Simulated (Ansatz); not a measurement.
C₂H₉GeN⁺, that is Ge(NMe2)H3 with one electron fewer. Charge 1, multiplicity 2. Geometry PBE-D4/def2-SVP, that of the neutral singlet; atoms count from 1.

```xyz
13

Ge    0.077    1.572   -0.654
N    -0.017    0.011    0.350
C     1.171   -0.817    0.423
C    -1.251   -0.748    0.305
H     1.129   -1.471    1.325
H     2.081   -0.189    0.516
H     1.315   -1.493   -0.460
H    -2.129   -0.070    0.310
H    -1.346   -1.418   -0.590
H    -1.334   -1.402    1.204
H     1.362    2.311   -0.202
H    -1.203    2.383   -0.327
H     0.145    1.330   -2.201
```

(1) Estimate the Mulliken populations from the PBE0/def2-TZVP orbitals of Ansatz.

(2) Where does the spin sit?

(3) And the Mayer bond orders between heavy atoms (over 0.3)?

Answers

(1) 
| atom | charge (e) | spin (α − β) |
| --- | --- | --- |
| Ge1 | 0.05 | -0.03 |
| N2 | 0.01 | 0.80 |
| C3 | -0.33 | -0.04 |
| C4 | -0.33 | -0.04 |
| H5 | 0.21 | 0.03 |
| H6 | 0.20 | 0.00 |
| H7 | 0.22 | 0.08 |
| H8 | 0.20 | 0.00 |
| H9 | 0.22 | 0.08 |
| H10 | 0.21 | 0.03 |
| H11 | 0.11 | 0.00 |
| H12 | 0.11 | 0.00 |
| H13 | 0.12 | 0.07 |
Mulliken values depend strongly on the basis.

(2) Summed by element: Ge -0.03, N 0.80, C -0.07, H 0.31, of 1 unpaired in all. Largest on single atoms: N2 0.80, H7 0.08, H9 0.08.

(3) Ge1–N2 0.80 (1.86 Å); N2–C3 0.99 (1.45 Å); N2–C4 0.99 (1.45 Å).
